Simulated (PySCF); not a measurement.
**Electronic structure of Ge (germanium, neutral) at the UHF level**

Configuration: [Ar] 3d10 4s1 4p2 4d1, one real determinant (an excited configuration). All numbers are calculated (PySCF 2.14, the non-relativistic Hamiltonian (point nucleus), in dyall-av2z (16s12p8d, 92 functions)).

| Item | Value |
| --- | --- |
| Total energy | -2074.919939 hartree |
| One-electron energy | -2889.9682 hartree |
| Hartree (Coulomb) energy | 892.5269 hartree |
| Exchange energy | -77.4787 hartree |
| Kinetic energy | 2075.09521 hartree |
| ⟨S²⟩ | 6.0015 |
| ⟨L²⟩ | 7.999 |
| Sum of ⟨r⟩ | 25.74 bohr |
| Sum of ⟨r²⟩ | 53.17 bohr² |
| Traceless quadrupole moment −½Σ⟨3z² − r²⟩ along its main axis | -2.12 e·bohr² |
| Density at the nucleus (Gaussians lack the cusp) | 22200 bohr⁻³ |
| Spin density at the nucleus | 11.7 bohr⁻³ |
| Langevin diamagnetic susceptibility | -42.1 ×10⁻⁶ cm³/mol |

```csv
shell,electrons,mean orbital energy (eV),spread (eV),"rms radius, mean of both spins (bohr)"
1s α,1,-11031.7,0,0.0554
1s β,1,-11031.4,0,0.0554
2s α,1,-1423.3,0,0.231
2s β,1,-1423.1,0,0.231
2p α,3,-1262.5,0.037,0.205
2p β,3,-1262.3,0.131,0.205
3s α,1,-200.16,0,0.679
3s β,1,-199.36,0,0.679
3p α,3,-144.97,0.028,0.705
3p β,3,-144.43,0.399,0.705
3d α,5,-48.884,0.425,0.807
3d β,5,-48.550,0.406,0.807
4s α,1,-21.237,0,2.28
4p α,2,-11.176,0,2.81
4d α,1,-0.688,0,4.62
```

⟨L²⟩ = 8.00 against 12 for a pure F term, so this real determinant mixes terms. The outer electron is Rydberg-like, and this basis confines it to a smaller radius and binds it less than a complete one would.

Spin-orbit constants ζ (cm⁻¹) from the X2C one-electron operator on these orbitals (non-relativistic here): bare nucleus, nucleus screened by l(l+1)(2l+1)/3 electrons, and screened by the Breit-Pauli mean field of the electrons.

```csv
shell,bare,screened nucleus,mean field
2p,167000,156600,151600
3p,21990,20620,19820
3d,2611,1795,1659
4p,1103,1034,984.9
4d,31.54,21.68,18.16
```

To first order the Landé constant is A = 85.10 cm⁻¹, so the lowest level has J = 1 and lies 0.0844 eV below the centre of the term. This holds in LS coupling only.
